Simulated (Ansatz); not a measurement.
System: triethynyl(methoxy)silane, C7H6OSi, charge 0, multiplicity 1. SMILES: C([Si](C#C)(OC)C#C)#C
Geometry from a B3LYP-D3(BJ)/def2-TZVP (Ansatz, an electronic-structure program) optimisation:
```
Si
O 1 1.6287
C 2 1.4224 1 124.28
H 3 1.0888 2 107.68 1 179.66
H 3 1.0931 4 109.08 2 -120.46
H 3 1.0932 4 109.08 5 -119.06
C 1 1.8125 2 107.39 3 -179.98
C 7 1.2046 2 147.46 3 -179.95
H 8 1.0638 2 156.88 3 -179.89
C 1 1.8223 2 110.70 3 59.72
C 10 1.2055 2 146.40 3 46.02
H 11 1.0639 5 127.36 3 179.39
C 1 1.8223 2 110.70 3 -59.67
C 13 1.2055 2 146.40 3 -45.98
H 14 1.0639 6 127.38 3 -179.96
```
Charge 0, spin multiplicity 1.

Property: atomisation energy (electronic, to ground-state atoms), in kJ/mol. Correlated levels leave the core frozen unless marked. Open shells are spin-unrestricted. No spin-orbit coupling. No relativistic terms. The coupled-cluster limit lacks core correlation, which all-electron functionals hold. CBS marks a two-point X^-3 extrapolation of the correlation energy; Hartree-Fock from the larger set. The bracket is a focal-point correction in the basis named.

```tsv
level	program	atomisation energy (kJ/mol)
PBE-D3(BJ)/def2-TZVPD	Ansatz + dftd3	7084.5
B3LYP-D4/def2-TZVPD	Ansatz + dftd4	6865.2
PBE0/def2-SVP	Ansatz	6899.9
BHLYP/def2-TZVPD	Ansatz	6564.7
r2SCANh/def2-TZVPD	Ansatz	(withheld)
LC-wPBE/def2-TZVPD	Ansatz	(withheld)
PBE-QIDH/def2-TZVPD	Ansatz	6849.5
RPA@PBE/cc-pV(T+d)Z	Ansatz	(withheld)
RI-MP2/CBS(aug-cc-pV(T+d)Z,aug-cc-pV(Q+d)Z)+[CCSD(T)-MP2]/aug-cc-pV(T+d)Z	Ansatz	(withheld)
```

**Question.** Complete the blanks.

**Answer.** 
- r2SCANh/def2-TZVPD, atomisation energy (kJ/mol): 6817.3
- LC-wPBE/def2-TZVPD, atomisation energy (kJ/mol): 6838.4
- RPA@PBE/cc-pV(T+d)Z, atomisation energy (kJ/mol): 6307.3
- RI-MP2/CBS(aug-cc-pV(T+d)Z,aug-cc-pV(Q+d)Z)+[CCSD(T)-MP2]/aug-cc-pV(T+d)Z, atomisation energy (kJ/mol): 6878.5
